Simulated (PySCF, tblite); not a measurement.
Isomers of C5H10SSi, one GFN2-xTB conformer each. Single-point energies are computed at PBE0/pcSseg-1 (PySCF, gas phase, no added dispersion term), electronic only.

Question: Rank them by PBE0/pcSseg-1 energy, lowest first (kJ/mol).
A. `[CH3:1]/[CH:2]=[CH:3]/[CH:4]=[CH:5]\[S:6][SiH3:7]` with C2–C3–C4–C5 180°, C4–C5–S6–Si7 180°
B. `[CH3:1][Si@@H:2]1[CH2:3][CH:4]=[CH:5][S:6][CH2:7]1` with C1–Si2–C3–C4 -165°, Si2–C3–C4–C5 19°, C4–C5–S6–C7 13°, C5–S6–C7–Si2 -43°
C. `[SiH3:1][S:2][C@:3]12[CH2:4][C@H:5]([CH2:6]1)[CH2:7]2` with Si1–S2–C3–C4 180°
D. `[CH3:1][S:2][SiH2:3][C:4]1=[CH:5][CH2:6][CH2:7]1` with C1–S2–Si3–C4 -62°, S2–Si3–C4–C5 -15°
E. `[CH:1]#[C:2][SiH2:3][S:4][CH:5]([CH3:6])[CH3:7]` with C2–Si3–S4–C5 -52°, Si3–S4–C5–C6 -87°
F. `[CH3:1][S:2][SiH:3]1[CH2:4][CH:5]=[CH:6][CH2:7]1` with C1–S2–Si3–C4 -72°
G. `[CH3:1][SiH2:2][S:3][C@:4]12[CH2:5][C@H:6]1[CH2:7]2` with C1–Si2–S3–C4 -65°, Si2–S3–C4–C5 -94°
H. `[CH3:1][C@@H:2]1[CH:3]=[C:4]([S:5][SiH3:6])[CH2:7]1` with C3–C4–S5–Si6 -3°
I. `[CH3:1][C:2](=[S:3])[CH:4]1[CH2:5][SiH2:6][CH2:7]1` with C1–C2–C4–C5 -164°, C2–C4–C5–Si6 -130°, C4–C5–Si6–C7 9°, C5–Si6–C7–C4 -9°, C2–C4–C7–Si6 135°

Answer: F (0.0), B (42.5), A (114.4), D (129.3), H (138.5), I (144.6), E (149.5), G (167.9), C (202.2).

As drawn, the lowest has an Si–C bond and a C=C bond outside aromatic rings, which the highest lacks; the highest has a four-membered ring, which the lowest lacks. Neighbours under 10 kJ/mol apart (CS[SiH2]C1=CCC1 and C[C@@H]1C=C(S[SiH3])C1; C[C@@H]1C=C(S[SiH3])C1 and CC(=S)C1C[SiH2]C1; CC(=S)C1C[SiH2]C1 and C#C[SiH2]SC(C)C) can change places with a better method, another conformer or zero-point energy. GFN2-xTB itself gives, in the same order: 0.5, 72.5, 15.0, 54.6, 0.0, 73.7, 89.4, 106.6, 41.3. GFN2-xTB puts C[C@@H]1C=C(S[SiH3])C1 lowest instead; measured from each level's own lowest isomer, the values differ by up to 160.9 kJ/mol ([SiH3]SC12CC(C1)C2: 41.3 against 202.2).

Q: Which frontier levels, dipoles and rotational constants go with these structures?

A: 
```json
{"SMILES": "CS[SiH]1CC=CC1", "HOMO (eV, PBE0/pcSseg-1)": "-6.74", "LUMO (eV)": "0.41", "dipole (D)": "1.50", "A, B, C (MHz)": "3938, 1097, 954.4"}
{"SMILES": "C[Si@@H]1CC=CSC1", "HOMO (eV, PBE0/pcSseg-1)": "-5.87", "LUMO (eV)": "0.37", "dipole (D)": "2.13", "A, B, C (MHz)": "2956, 1414, 1023"}
{"SMILES": "C/C=C/C=C\\S[SiH3]", "HOMO (eV, PBE0/pcSseg-1)": "-5.90", "LUMO (eV)": "-0.72", "dipole (D)": "0.95", "A, B, C (MHz)": "7336, 585.4, 547.4"}
{"SMILES": "CS[SiH2]C1=CCC1", "HOMO (eV, PBE0/pcSseg-1)": "-6.67", "LUMO (eV)": "-0.41", "dipole (D)": "2.40", "A, B, C (MHz)": "3509, 994.9, 868.5"}
{"SMILES": "C[C@@H]1C=C(S[SiH3])C1", "HOMO (eV, PBE0/pcSseg-1)": "-6.32", "LUMO (eV)": "0.16", "dipole (D)": "1.38", "A, B, C (MHz)": "4182, 924.4, 805.2"}
{"SMILES": "CC(=S)C1C[SiH2]C1", "HOMO (eV, PBE0/pcSseg-1)": "-6.25", "LUMO (eV)": "-1.86", "dipole (D)": "2.70", "A, B, C (MHz)": "3307, 1135, 967.2"}
{"SMILES": "C#C[SiH2]SC(C)C", "HOMO (eV, PBE0/pcSseg-1)": "-6.84", "LUMO (eV)": "-0.47", "dipole (D)": "1.93", "A, B, C (MHz)": "2403, 1135, 970.1"}
{"SMILES": "C[SiH2]S[C@]12C[C@H]1C2", "HOMO (eV, PBE0/pcSseg-1)": "-6.77", "LUMO (eV)": "0.70", "dipole (D)": "1.39", "A, B, C (MHz)": "3146, 1169, 1036"}
{"SMILES": "[SiH3]SC12CC(C1)C2", "HOMO (eV, PBE0/pcSseg-1)": "-6.75", "LUMO (eV)": "0.33", "dipole (D)": "1.79", "A, B, C (MHz)": "3801, 1213, 1089"}
```

Q: What happens when harmonic zero-point energies from GFN2-xTB frequencies are added?

A: 
| SMILES | ZPE (kJ/mol) | electronic (kJ/mol) | with ZPE (kJ/mol) |
| --- | --- | --- | --- |
| CS[SiH]1CC=CC1 | 350.4 | 0.0 | 0.0 |
| C[Si@@H]1CC=CSC1 | 348.2 | 42.5 | 40.3 |
| C/C=C/C=C\S[SiH3] | 333.6 | 114.4 | 97.5 |
| CS[SiH2]C1=CCC1 | 343.4 | 129.3 | 122.3 |
| C[C@@H]1C=C(S[SiH3])C1 | 339.9 | 138.5 | 128.0 |
| CC(=S)C1C[SiH2]C1 | 345.0 | 144.6 | 139.2 |
| C#C[SiH2]SC(C)C | 339.6 | 149.5 | 138.7 |
| C[SiH2]S[C@]12C[C@H]1C2 | 341.8 | 167.9 | 159.3 |
| [SiH3]SC12CC(C1)C2 | 345.9 | 202.2 | 197.7 |

The zero-point energies span 16.8 kJ/mol. The lowest isomer stays, but the order above it changes.
